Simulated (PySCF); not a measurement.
## Working out the excitation energy of P⁺

P⁺ [Ne] 3s2 3p2 (3P) → P⁺ [Ne] 3s1 3p3 (5S). Computed with PySCF 2.14 in x2c-TZVPPall, with the spin-free X2C one-electron Hamiltonian (Gaussian nucleus). Frozen: [Ne]. Energies in hartree (1 hartree = 27.21139 eV):

```tsv
part	P⁺ (lower)	P⁺ (upper)
UHF	-341.162357	-341.015955
CCSD correlation	-0.082229	-0.031653
(T)	-0.002302	-0.000428
```

Q: What does Hartree-Fock give?

A: (-341.015955) − (-341.162357) = 0.146402 hartree = 3.984 eV.

Q: What do CCSD and CCSD(T) give?

A: The CCSD correlation energies differ by 0.050576 hartree = 1.376 eV and the triples by 0.001874 hartree = 0.051 eV, so CCSD gives 5.360 eV and CCSD(T) 5.411 eV.

Measured between the centres of the two terms (NIST): 5.627 eV, so CCSD(T) (valence) is off by -0.216 eV.

What remains against the reference includes basis incompleteness, the frozen core and higher excitations.
